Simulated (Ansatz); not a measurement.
Computed with Ansatz on PBE0-D4/def2-TZVP structures; ΔE is electronic, products minus reactants. CCSD(T)/CBS is the MP2 limit (def2-TZVPP, def2-QZVPP) plus CCSD(T) − MP2 in def2-TZVPP, frozen cores. This one scheme is used for every species. One conformer a species, not always the lowest.

`C[Si](C)(S)Cl` + H₂O → `C[Si](C)(O)Cl` + H₂S  (formal hydrolysis of the Si–S bond)

```tsv
level	ΔE (kJ/mol)
CCSD(T)/def2-TZVPP	-46.1
MP2/CBS(def2)	-35.1
```

(1) What does CCSD(T)/CBS give? (An estimate is asked.)

Largest T1 diagnostic among the species: 0.010.

Results:

(1) The calculation gave: -40.7 kJ/mol. The listed levels differ from it by -5.4, 5.6 kJ/mol.

Leaving LDA and LC-ωPBE aside and taking each functional with its dispersion term where it has one, the values, not all of them listed here, spread over 22.9 kJ/mol, from CAM-B3LYP-D4 to revPBE-D4. LDA lies −3.9 kJ/mol from PBE without D4. The D4 term adds +7.4 kJ/mol with B3LYP and +4.1 kJ/mol with PBE0; it sums over pairs of atoms, weighted by their polarisabilities, and B3LYP, whose exchange is more repulsive, gets the larger term. At CCSD(T), def2-SVP lies −5.6 kJ/mol from the extrapolated value and def2-TZVPP −5.3 kJ/mol.

B3LYP here is the variant with VWN-RPA as its local correlation; programs differ in this.
